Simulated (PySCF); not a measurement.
# How methods differ on the excitation energy of Be⁺

Be⁺ [He] 2s1 (2S) → Be⁺ [He] 3d1 (2D), as a difference of total energies. All numbers are calculated (PySCF 2.14, the spin-free X2C one-electron Hamiltonian (Gaussian nucleus), in aug-cc-pCVTZ-DK with one added diffuse shell each of s, p, d, f type (8s7p5d3f, 75 functions)). Correlated levels: valence and next inner shell: nothing frozen. The calculations carry no spin-orbit coupling.

```csv
method,excitation energy (eV)
UHF,12.089
MP2 (valence and next inner shell),12.143
SCS-MP2 (valence and next inner shell),12.137
CCSD (valence and next inner shell),12.150
CCSD(T) (valence and next inner shell),12.150
```

Q: How much does correlation contribute at CCSD(T) (valence and next inner shell)?

A: 12.150 − (12.089) = 0.061 eV, measured against UHF.

Errors of the correlated levels include the incompleteness of this basis.

For comparison: 12.157 eV (measured; NIST levels, between the centres of gravity of the two terms).
